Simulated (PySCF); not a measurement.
Compound: C4H6F3NS.
SMILES: `NC(=S)CCC(F)(F)F`

Closed-shell single points with PySCF (density fitting; grid level 2 and gas phase unless stated) on one GFN2-xTB geometry.

Task: Rank these settings by the number of (spherical) basis functions, lowest first.
A. mPW1PW91/cc-pVDZ, level shift 0.1 Eh
B. PBE0/def2-SVPD
C. PBE0/pcSseg-1

Result: A (160), C (190), B (244).

Task: Rank these settings by the LUMO energy, lowest first.
A. mPW1PW91/cc-pVDZ, level shift 0.1 Eh
B. PBE0/pcSseg-1
C. PBE0/def2-SVPD

Result: C (-1.24 eV), B (-1.04 eV), A (-0.80 eV).

All figures of these runs:

| settings | basis functions | SCF cycles | E (Eh) | HOMO (eV) | LUMO (eV) | dipole (D) |
| --- | --- | --- | --- | --- | --- | --- |
| mPW1PW91/cc-pVDZ, level shift 0.1 Eh | 160 | 11 | -908.4634 | -6.07 | -0.80 | 3.23 |
| PBE0/def2-SVPD | 244 | 14 | -907.4052 | -6.35 | -1.24 | 3.22 |
| PBE0/pcSseg-1 | 190 | 14 | -907.8076 | -6.27 | -1.04 | 3.17 |

Cycle counts include a coarse-grid stage where the run had one.

Shape of the structure used: `[NH2:1][C:2](=[S:3])[CH2:4][CH2:5][C:6]([F:7])([F:8])[F:9]`: N1–C2–C4–C5 -100°, C2–C4–C5–C6 66°, C4–C5–C6–F7 -73°, H–N1–C2–S3 -5°, H–N1–C2–S3 -172°.

One conformer stands for the species.
